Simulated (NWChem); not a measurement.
System: MgGeH3Br; SMILES [GeH3][Mg][Br]

Input file for NWChem:

```
start job
memory heap 200 mb stack 900 mb global 1100 mb
geometry units angstroms noautosym nocenter noautoz
  Mg     0.140039    -0.233360    -0.000215
  Br     0.585116    -2.552804     0.000271
  Ge    -0.343328     2.294587    -0.000728
  H     -1.236025     2.746113     1.188363
  H      0.943435     3.161301     0.091336
  H     -1.079213     2.775894    -1.281995
end
basis spherical
  * library aug-cc-pvdz
end
dft
  xc pbe0
  iterations 150
end
property
  response 1 0.0
end
task dft property
```

Output (shortened):

```
             Northwest Computational Chemistry Package (NWChem) 7.3.0
             --------------------------------------------------------

                             Geometry "geometry" -> ""
                             -------------------------

 Output coordinates in angstroms (scale by  1.889725989 to convert to a.u.)

  No.       Tag          Charge          X              Y              Z
 ---- ---------------- ---------- -------------- -------------- --------------
    1 Mg                  12.0000     0.14003900    -0.23336000    -0.00021500
    2 Br                  35.0000     0.58511600    -2.55280400     0.00027100
    3 Ge                  32.0000    -0.34332800     2.29458700    -0.00072800
    4 H                    1.0000    -1.23602500     2.74611300     1.18836300
    5 H                    1.0000     0.94343500     3.16130100     0.09133600
    6 H                    1.0000    -1.07921300     2.77589400    -1.28199500

 Effective nuclear repulsion energy (a.u.)     341.6338953347

                              NWChem Property Module
                              ----------------------

                                 NWChem DFT Module
                                 -----------------

 Summary of "ao basis" -> "ao basis" (spherical)
 ------------------------------------------------------------------------------
       Tag                 Description            Shells   Functions and Types
 ---------------- ------------------------------  ------  ---------------------
 Mg                       aug-cc-pvdz               11       27   5s4p2d
 Br                       aug-cc-pvdz               14       36   6s5p3d
 Ge                       aug-cc-pvdz               14       36   6s5p3d
 H                        aug-cc-pvdz                5        9   3s2p

            General Information
            -------------------
          SCF calculation type: DFT
          Wavefunction type:  closed shell.
          No. of atoms     :     6
          No. of electrons :    82
           Alpha electrons :    41
            Beta electrons :    41
          Charge           :     0
          Spin multiplicity:     1
          Use of symmetry is: off; symmetry adaption is: off
          Maximum number of iterations: 150
          AO basis - number of functions:   126
                     number of shells:    54
          Convergence on energy requested:  1.00D-06
          Convergence on density requested:  1.00D-05
          Convergence on gradient requested:  5.00D-04

              XC Information
              --------------
                         PBE0 Method XC Functional
                     Hartree-Fock (Exact) Exchange  0.250
          PerdewBurkeErnzerhof Exchange Functional  0.750
            Perdew 1991 LDA Correlation Functional  1.000 local
           PerdewBurkeErnz. Correlation Functional  1.000 non-local

             Grid Information
             ----------------
          Grid used for XC integration:  medium
          Radial quadrature: Mura-Knowles
          Angular quadrature: Lebedev.
          Tag              B.-S. Rad. Rad. Pts. Rad. Cut. Ang. Pts.
          ---              ---------- --------- --------- ---------
          Mg                  1.50       88          17.0       590
          Br                  1.15      112          18.0       590
          Ge                  1.25      112          17.0       590
          H                   0.35       45          18.0       434
          Grid pruning is: on
          Number of quadrature shells:   447
          Spatial weights used:  Erf1

      Superposition of Atomic Density Guess
      -------------------------------------

 Sum of atomic energies:       -4848.75876266

      Non-variational initial energy
      ------------------------------

 Total energy =   -4849.260300
 1-e energy   =   -7437.691958
 2-e energy   =    2246.797762
 HOMO         =      -0.298050
 LUMO         =      -0.039116

   convergence    iter        energy       DeltaE   RMS-Dens  Diis-err
 ---------------- ----- ----------------- --------- --------- ---------
 d= 0,ls=0.0,diis     1  -4852.3474150310 -5.19D+03  9.51D-03  2.98D-01
 d= 0,ls=0.0,diis     2  -4852.3652307024 -1.78D-02  4.16D-03  1.59D-01
 d= 0,ls=0.0,diis     3  -4852.3915170962 -2.63D-02  1.13D-03  1.31D-02
 d= 0,ls=0.0,diis     4  -4852.3935973511 -2.08D-03  1.72D-04  7.23D-05
 d= 0,ls=0.0,diis     5  -4852.3936128567 -1.55D-05  5.49D-05  2.28D-05
  Resetting Diis
 d= 0,ls=0.0,diis     6  -4852.3936166992 -3.84D-06  9.81D-06  5.93D-07
 d= 0,ls=0.0,diis     7  -4852.3936167977 -9.86D-08  1.96D-06  6.96D-09

         Total DFT energy =    -4852.393616797719
      One electron energy =    -7440.392857884875
           Coulomb energy =     2433.653703069099
    Exchange-Corr. energy =     -187.288357316681
 Nuclear repulsion energy =      341.633895334737

 Numeric. integr. density =       81.999988642373

                       DFT Final Molecular Orbital Analysis
                       ------------------------------------

[...]

 DFT Linear Response polarizability / au
 Frequency  =       0.0000000 / au
              X              Y              Z
 -----------------------------------------------
 X      75.8397866     -8.9241301      0.0018788
 Y      -8.9241313    120.7936481     -0.0093412
 Z       0.0018787     -0.0093409     74.1327857
 -----------------------------------------------
 Eigenvalues =      74.1330270    122.5004434     74.1327501
 Isotropic   =      90.2554068
 Anisotropic =      48.3675549
 -----------------------------------------------

 Magnetic Dipole Response Matrix (nonzero elements):

 Exiting AOResponse driver routine
```

Level: PBE0/aug-cc-pVDZ. Coordinates come from a B3LYP/6-31G* (spherical d) optimisation.
